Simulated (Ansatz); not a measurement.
System: SiCl2, charge 1, multiplicity 2. SMILES of the parent species: Cl[Si]Cl
Geometry from a B3LYP-D3(BJ)/def2-TZVP (Ansatz, a program for electronic structure) optimisation:
```xyz
3

Si    -0.0100     0.0025     0.6773
Cl     1.0963     1.3404    -0.2677
Cl    -1.0881    -1.3424    -0.2901
```
Charge +1, spin multiplicity 2.

Problem. Give the harmonic wavenumbers at B3LYP-D3(BJ)/def2-TZVP (Ansatz, finite differences of forces, unscaled).

Solution. 180, 530, 690 cm⁻¹. Zero-point energy 2.0 kcal/mol.

Problem. From these and the geometry, give the ideal-gas thermochemistry at 298.15 K and 1 atm (rigid rotor, harmonic oscillator).

Solution. Point group C2v, rotational symmetry number 2. Rotational constants 27.47, 2.382, 2.192 GHz. S(trans) 39.69, S(rot) 23.84, S(vib) 3.23, S(elec, spin only) 1.38, S 68.1 cal/(mol K). H(298) - H(0) 2.94 kcal/mol; G - E(el) -15.4 kcal/mol.
